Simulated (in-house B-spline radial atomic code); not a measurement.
RPA and G0W0 for O II (O+), [He] 2s2 2p3, highest spin, as one setting changes: the highest l of the empty states. Start: r2SCAN. A dash marks a level of low quasi-particle weight. Computed with a B-spline radial code for spherical atoms: all electrons, non-relativistic, point nucleus, each spin shell either full or empty, empty states to the listed l with an (l + 1/2)⁻⁴ tail; G0W0 by contour deformation at full frequency.

```tsv
highest l of the empty states	RPA summed (Eh)	RPA extrapolated (Eh)	G0W0 level (eV)
3	-0.31554	-0.33922	2p up -34.61
4	-0.32748	-0.34028	2p up -34.70
5	-0.33229	-0.33899	2p up -34.69
6	?	?	?
7	?	?	?
8	-0.33652	-0.33821	2p up -34.68
9	-0.33696	-0.33814	2p up -34.68
10	-0.33724	-0.33809	2p up -34.68
11	-0.33743	-0.33806	2p up -34.68
```

**Question.** What belongs in the row for 7?

**Answer.** RPA summed (Eh): -0.33581; RPA extrapolated (Eh): -0.33832; G0W0 level (eV): 2p up -34.68.

**Question.** What belongs in the row for 6?

**Answer.** RPA summed (Eh): -0.33459; RPA extrapolated (Eh): -0.33853; G0W0 level (eV): 2p up -34.68.
